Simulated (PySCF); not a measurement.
Ga2(mu-NH2)2(Me)4, C4H16Ga2N2, singlet, GFN2-xTB optimised geometry. Atoms within 1.6 Å of the plane z = 1.2 Å (x, y, z in Å): Ga1 (1.73, -0.30, 1.96), Ga2 (-0.42, 0.29, 0.00), N3 (-0.32, -0.30, 1.96), H4 (-0.74, 0.36, 2.62), H5 (-0.74, -1.20, 2.16), C6 (2.32, -2.23, 1.96), H7 (3.38, -2.34, 1.72), H8 (1.75, -2.80, 1.22), H13 (1.75, 2.21, 2.72), N14 (1.64, 0.29, 0.00), H15 (2.06, 1.20, -0.19), C21 (-1.00, 2.23, 0.00), H23 (-0.43, 2.80, 0.74), H24 (-2.06, 2.34, 0.25).

Level of theory: PBE0/def2-SVP run with PySCF.

Map of the Laplacian of the electron density (e/bohr⁵), clipped to [-1.50, 1.50] on the plane z = 1.2 Å:

```
|+++++++++++++++++++++++++++++++|
|+++++++++++++++++++++++++++++++|
|+++++++++++++++++++++++++++++++|
|+++++++++++++++++++++++++++++++|
|+++++++++++++++++++++++++++++++|
|+++++++++++++++++++++++++++++++|
|+++++++++++++++++++++++++++++++|
|+++++++++++++++++++++++++++++++|
|+++++++++++++++++++++++++++++++|
|+++++++++++++++++++++++++++++++|
|+++++++++++++++++++++++++++++++|
|+++++++++++++++++++++++++++++++|
|+++++++++++++++++++++++++++++++|
|+++++++++++++++++++++++++++++++|
|+++++++++++++++++++++++++++++++|
|+++++++++++++++++++*%#+++++++++|
|+++++++++++++++++++*@%+++++++++|
|++++++++++++++++++++#*+++++++++|
|+++++++++++++++++++++++++++++++|
|+++++++++++++++++++++++++++++++|
|+++++++++++++++++++++++++++++++|
|+++++++++++++++++++++++++++++++|
|++++++++++++++++++++==+++++++++|
|++++++++++++++++++++ :+++++++++|
|++++++++++++++++++++-=+++++++++|
|+++++++++++++++++++++++++++++++|
|+++++++++++++++++++++++++++++++|
|+++++++++++++++++++++++++++++++|
|+++++++++++++++++++++++++++++++|
|+++++++++++++++++++++++++++++++|
|+++++++++++++++++++++++++++++++|
```
Scale: ten equal steps from -1.50 (start of ' ') to 1.50 (end of '@'), in the order ' .:-=+*#%@'; x runs from -5.00 to 5.00, y from -5.00 (bottom) to 5.00 (top).
